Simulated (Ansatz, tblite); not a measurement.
Removing an electron: PbH4 (H₄Pb). Charge 0, multiplicity 1. Geometry: PBE0-D4/def2-TZVP. Ansatz, gas phase; energy differences of separate SCF runs; the oxidised species was run as a doublet alone.

Cartesian coordinates in Å:
```
Pb -0.0001 -0.0001 0.0000
H 0.5258 -1.4066 0.8963
H 0.1452 1.4214 1.0082
H -1.6687 -0.2055 -0.4811
H 0.9977 0.1908 -1.4234
```

In the def2 sets Pb takes a core potential; there is no spin–orbit coupling. The xTB rows come from tblite. Correlated methods freeze 4 core orbitals; core or outer-core shells of Pb are correlated, in sets that lack core-valence functions.

Q: Estimate orbital energies and vertical ionisation energies at: GFN1-xTB; GFN2-xTB; HF/def2-TZVPP; r2SCAN-D4/def2-TZVP; PBE0-D4/def2-TZVP; MP2/def2-TZVPP; CCSD/def2-TZVPP; CCSD(T)/def2-TZVPP.

A: 
| level | −HOMO (eV) | vertical IE (eV) | −LUMO (eV) | HOMO–LUMO gap (eV) |
| --- | --- | --- | --- | --- |
| GFN1-xTB | 12.41 | 15.52 | 3.78 | 8.64 |
| GFN2-xTB | 11.96 | 15.08 | 6.53 | 5.43 |
| HF/def2-TZVPP | – | 10.50 | – | – |
| r2SCAN-D4/def2-TZVP | 8.04 | 11.12 | 1.00 | 7.04 |
| PBE0-D4/def2-TZVP | 8.91 | 11.19 | 0.37 | 8.54 |
| MP2/def2-TZVPP | – | 11.26 | – | – |
| CCSD/def2-TZVPP | – | 11.29 | – | – |
| CCSD(T)/def2-TZVPP | – | 11.29 | – | – |

Relaxing the oxidised species (PBE0-D4/def2-TZVP) changes its energy by -1.06 eV at PBE0-D4/def2-TZVP, so the adiabatic ionisation energy to this nearest minimum is 10.13 eV. On the way the bond Pb1–H3 breaks.  Run but left out: PBE-D4/def2-TZVP (charge +1 doublet: an occupied level 0.09 eV above an empty one).  Raw xTB energy differences between charge states are shifted by several eV; the methods need an empirical correction for them.
